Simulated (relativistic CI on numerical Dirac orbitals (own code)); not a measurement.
## Level scheme of Ag20+

These numbers are calculated, not measured: Dirac-Coulomb-Breit CI, KLI orbitals optimised for each configuration, a model potential for QED, unscaled Slater integrals (own radial code, finite nucleus).

Configurations in the expansion (outside the closed core [Ne]): 3s2 3p6 3d9, 3s2 3p5 3d10, 3s 3p6 3d10, 3s2 3p6 3d8 4s, 3s2 3p6 3d8 4p, 3s2 3p6 3d8 4d, 3s2 3p6 3d8 4f, 3s2 3p6 3d7 4s2, 3s2 3p5 3d9 4s, 3s2 3p4 3d10 4s, 3s2 3p6 3d7 4s 4p, 3s2 3p4 3d10 4p, 3s2 3p5 3d9 4p, 3s2 3p6 3d8 5s, 3s2 3p6 3d7 4p2, 3s2 3p6 3d8 5p, 3s2 3p6 3d7 4s 4d, 3s2 3p4 3d10 4d, 3s 3p5 3d10 4s, 3s2 3p6 3d8 5d, 3s2 3p6 3d7 4p 4d, 3s2 3p5 3d9 4d, 3s 3p6 3d9 4s, 3s 3p5 3d10 4p, 3s2 3p6 3d8 5f, 3s2 3p5 3d8 4s2, 3s2 3p6 3d8 5g, 3s2 3p6 3d7 4d2, 3s2 3p6 3d8 6s, 3s 3p6 3d9 4p, 3s2 3p5 3d8 4s 4p, 3s2 3p6 3d8 6p, 3s2 3p5 3d9 4f, 3s 3p5 3d10 4d, 3p6 3d10 4s, 3s2 3p6 3d8 6d. Levels of other configurations are missing.

The lowest level is 3s2 3p6 3d9 2D_5/2, with 100 % of that term; Hund's rules for 3s2 3p6 3d9 give 2D with J = 5/2, in agreement.

```csv
No.,Configuration,Term,J,E (eV),%,Landé g,Lifetime (s)
1,3s2 3p6 3d9,2D,5/2,0.000,100,1.197,
2,3s2 3p6 3d9,2D,3/2,6.364,100,0.796,4.59e-04
3,3s2 3p5 3d10,2P°,3/2,203.166,100,1.330,1.88e-12
4,3s2 3p5 3d10,2P°,1/2,235.510,100,0.661,1.34e-12
5,3s 3p6 3d10,2S,1/2,348.648,99,1.997,3.18e-12
6,3d8(3F) 4s,4F,9/2,370.343,97,1.324,5.17e-07
7,3d8(3F) 4s,2F,7/2,371.833,54,1.172,9.86e-09
8,3d8(1D) 4s,2D,5/2,375.372,41,1.223,1.54e-08
9,3d8(1D) 4s,2D,3/2,375.572,47,0.736,8.56e-09
10,3d8(3F) 4s,4F,7/2,376.859,56,1.193,1.23e-08
11,3d8(3F) 4s,4F,5/2,377.115,47,1.021,1.29e-08
12,3d8(3P) 4s,4P,5/2,381.019,50,1.245,1.32e-08
13,3d8(3F) 4s,4F,3/2,381.160,42,1.028,8.56e-09
14,3d8(3P) 4s,4P,1/2,382.261,84,2.518,1.43e-09
15,3d8(3P) 4s,4P,3/2,383.728,69,1.546,1.12e-08
16,3d8(3P) 4s,2P,1/2,385.254,90,0.833,2.05e-09
17,3d8(1G) 4s,2G,9/2,385.771,97,1.115,1.47e-08
18,3d8(1G) 4s,2G,7/2,385.843,96,0.895,1.38e-08
19,3d8(1D) 4s,2D,5/2,386.686,51,1.184,9.36e-09
20,3d8(1D) 4s,2D,3/2,386.982,46,0.943,5.09e-09
21,3d8(1S) 4s,2S,1/2,400.892,84,1.980,3.15e-10
22,3d8(3F) 4p,4D°,7/2,409.870,66,1.341,5.85e-11
23,3d8(3F) 4p,2G°,9/2,411.082,40,1.176,8.03e-11
24,3d8(1D) 4p,2D°,3/2,414.791,42,1.079,3.76e-11
25,3d8(1D) 4p,2F°,5/2,414.834,35,1.064,7.76e-11
26,3d8(3F) 4p,4D°,5/2,416.237,39,1.092,1.66e-11
27,3d8(3F) 4p,4G°,7/2,416.451,62,1.023,4.28e-11
28,3d8(3F) 4p,4G°,11/2,419.072,97,1.264,4.30e-11
29,3d8(3F) 4p,4D°,3/2,419.851,51,1.197,2.03e-11
30,3d8(3P) 4p,4D°,1/2,420.417,49,0.556,4.29e-11
31,3d8(3F) 4p,4F°,9/2,420.420,68,1.258,4.16e-11
32,3d8(3F) 4p,2D°,5/2,420.429,33,1.022,3.19e-12
33,3d8(3F) 4p,2F°,7/2,420.723,60,1.213,5.00e-12
34,3d8(3P) 4p,4P°,1/2,422.064,70,1.985,7.58e-11
35,3d8(3F) 4p,2D°,5/2,422.256,57,1.198,2.33e-12
36,3d8(3F) 4p,4D°,3/2,422.470,33,1.228,1.32e-11
37,3d8(1D) 4p,2F°,5/2,424.484,29,1.096,2.79e-12
38,3d8(1D) 4p,2F°,7/2,424.621,60,1.122,4.60e-12
39,3d8(1G) 4p,2H°,9/2,425.236,74,0.968,7.36e-11
40,3d8(1D) 4p,2D°,5/2,425.258,40,1.081,3.35e-12
41,3d8(3F) 4p,4G°,9/2,425.413,51,1.135,4.59e-11
42,3d8(3F) 4p,4F°,7/2,425.814,39,1.153,9.47e-12
43,3d8(3P) 4p,4D°,3/2,426.123,43,1.124,2.95e-12
44,3d8(1G) 4p,2F°,7/2,426.609,47,1.099,2.19e-12
45,3d8(3P) 4p,4D°,1/2,426.772,52,0.493,1.43e-11
```

Energies count from the lowest computed level; ° marks odd parity; lifetimes are radiative, by E1, M1, E2, M2 decay to levels of this space only. Percentages are summed over parent terms; the parents shown are those of the largest component, closed shells are left out there.

The mean weight of the leading LS term, summed over parents, in these 45 levels is 62 %, and that of the leading jj configuration (from the same eigenvectors) 78 %, so jj coupling describes them better and the LS labels are nominal.

At this charge energies of transitions that change n are usually good to better than 1 %, and those within a shell (Δn = 0) to a few per cent.

LS names give the leading component of a level, which can be under half, so a name can repeat, a term be missing and a line seem to break the LS rules.
